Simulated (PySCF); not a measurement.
C₂H₃AlClF. Atoms are numbered in the order given.

```xyz
8

Al     0.5188    -0.1589     0.0000
F      1.9592    -1.0115     0.0000
Cl    -1.2670    -1.2783     0.0000
C      0.4521     1.7713     0.0000
C     -0.7363     2.4167     0.0000
H      1.3740     2.3826     0.0000
H     -0.8112     3.5198     0.0000
H     -1.6969     1.8708     0.0000
```
Charge 0, spin multiplicity 1.

Geometry optimised at PBE-D3(BJ)/def2-SVP. The structure was generated by enumeration; whether it is a known compound was not checked. Other conformers were not sampled.

Level of theory: HF/def2-TZVP (PySCF).

Symmetry labels are those of the subgroup Cs that the program uses (full group Cs).

Computed valence orbital energies around the gap with their symmetry:
| orbital | symmetry | energy (eV) |
|---|---|---|
| HOMO−7 | A' | -17.13 |
| HOMO−6 | A" | -17.01 |
| HOMO−5 | A' | -15.77 |
| HOMO−4 | A' | -14.69 |
| HOMO−3 | A" | -12.92 |
| HOMO−2 | A' | -12.84 |
| HOMO−1 | A' | -12.28 |
| HOMO | A" | -10.78 |
| LUMO | A" | 1.63 |
| LUMO+1 | A' | 2.39 |
| LUMO+2 | A" | 3.80 |
| LUMO+3 | A' | 4.08 |
